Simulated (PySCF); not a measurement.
Numbering as in the mapped SMILES `[CH3:1][CH2:2][Si:3]([OH:4])([OH:5])[O:6][CH:7]=[O:8]` (H(Xn): hydrogen on atom n).

Level of theory: geometry from GFN2-xTB, σ from GIAO-PBE0/pcSseg-1, in PySCF (non-relativistic, isolated molecule, fast rotation and ring inversion assumed for equivalent nuclei, a single conformation).

List the cross peaks expected in HSQC, COSY and HMBC spectra.

Answers



HSQC (one-bond C–H):
```
          δH          δC
8.10 (H(C7))  166.8 (C7)
1.10 (H(C1))    8.9 (C1)
0.82 (H(C2))    9.7 (C2)
```

COSY cross peaks (H two or three bonds apart, from the bond graph; peaks can be absent where the dihedral angle is near 90°):
```
          δH            δH
1.10 (H(C1))  0.82 (H(C2))
```

HMBC (two and three bonds, from the bond graph):
```
          δH        δC
1.10 (H(C1))  9.7 (C2)
0.82 (H(C2))  8.9 (C1)
```

Scale: TMS for 1H (σref 31.72), 13C (σref 186.93) (reference shieldings calculated alike).

OH/NH shifts are gas-phase values; hydrogen bonding in solution moves them, usually downfield. Shifts are as computed. Against solution values, carbons near 30 ppm lie about +3 ppm off and those near 130 ppm about +5 ppm. Of 1309 compounds with measured shifts, 239 miss one by over three times the rms of a fit or turn the order of signals round; such compounds aren't used in these exercises.
